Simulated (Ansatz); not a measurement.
Two structures of BH$_{3}$BrO$_{2}$F, closed shell, reached by relaxing down either side of one saddle point (PBE0-D4/def2-TZVP). Energies are electronic, without zero-point energy. Ansatz 0.2.0; basis: def2-TZVPP and def2-QZVPP; cores frozen in the correlated methods. Filled d shells of the heavier atoms are correlated. The def2 sets are not built for correlating such inner shells, so the correlated values are less sure here. Extrapolation: Hartree–Fock as exp(−7.88 √X), correlation as X^−2.97. First:

```
8
angstrom
B 0.1777 0.1353 -0.8112
F 0.5974 1.0881 0.0365
O 0.4491 0.3215 -2.1214
O -0.4852 -0.9547 -0.3574
H 0.1998 0.8747 2.2557
Br -0.4463 -0.1029 3.0674
H 0.1211 -0.3961 -2.6680
H -0.6137 -0.9658 0.5983
```

Second:

```tsv
atom	x (Å)	y (Å)	z (Å)
B1	-0.5803	0.1265	-0.5455
F2	1.7228	-0.2474	1.8283
O3	-1.4911	0.2453	-1.5286
O4	0.4459	-0.7338	-0.5918
H5	1.0342	0.3816	1.9297
Br6	-0.8550	1.3179	0.9926
H7	-1.3156	-0.3570	-2.2590
H8	1.0392	-0.7330	0.1741
```

(1) Which bonds change from the first to the second?

(2) Give the saddle point's structure and its height above each. (An estimate is asked for; the value comes from the calculation.)

No T1 diagnostic of these runs exceeds 0.011.

Answers

(1) BH₂O₂F ([OH][B]([OH])[F]) + HBr → BH₂BrO₂ ([OH][B]([OH])[Br]) + HF; bonds formed: B1–Br6, F2–H5; bonds broken: B1–F2, H5–Br6.

(2) By the calculation: 1.672 eV above the first and 1.168 eV above the second (CCSD(T) at an estimated basis limit (MP2 extrapolated from triple and quadruple zeta, plus CCSD(T) − MP2 in triple zeta)).
| atom | x (Å) | y (Å) | z (Å) |
| --- | --- | --- | --- |
| B1 | 0.0349 | -0.0179 | -0.2718 |
| F2 | 1.3116 | 0.5458 | 0.5330 |
| O3 | -0.1742 | 0.8366 | -1.2923 |
| O4 | 0.0234 | -1.3660 | -0.3876 |
| H5 | 0.6591 | 0.7984 | 1.3229 |
| Br6 | -1.1240 | 0.5927 | 1.6451 |
| H7 | -0.7103 | 0.4557 | -1.9915 |
| H8 | -0.0205 | -1.8452 | 0.4420 |

Labels in which every atom is bracketed show which atoms are joined, not bond orders.

For scale, one of the runs: CCSD(T)/def2-TZVPP, 214 basis functions, launched by `ansatz run in.yaml --threads 8 --pin off --events-out ev --progress --plain --max-ram 19148MiB`. Time: 93 s of wall clock on 8 CPU threads of an Arm Neoverse V1; the host was shared. Peak host memory: 3.5 GiB.
